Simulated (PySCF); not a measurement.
This script is equivalent to a calculation on Mn²⁺ (manganese, charge +2).

```python
from pyscf import gto, scf, dft, mp, cc
import basis_set_exchange as bse
mol = gto.M(atom="Mn 0 0 0", charge=2, spin=5, symmetry="D2h",
            basis=gto.basis.parse(bse.get_basis("jorge-DZP-DKH", elements=["Mn"], fmt="nwchem", header=False)),
            nucmod="G")
mf = dft.UKS(mol, xc="B3LYP").sfx2c1e()
mf.irrep_nelec = {'Ag': (5, 3), 'B1g': (1, 0), 'B2g': (1, 0), 'B3g': (1, 0), 'B1u': (2, 2), 'B2u': (2, 2), 'B3u': (2, 2)}
mf.kernel()
```

Q: What total energy does it give?

A: -1157.461 hartree (calculated).

Q: Which occupied shell lies highest, and where?

A: 3d α, at -26.344 eV.

Q: What is ⟨S²⟩, and what would a pure spin state give?

A: 8.751, against 8.75.
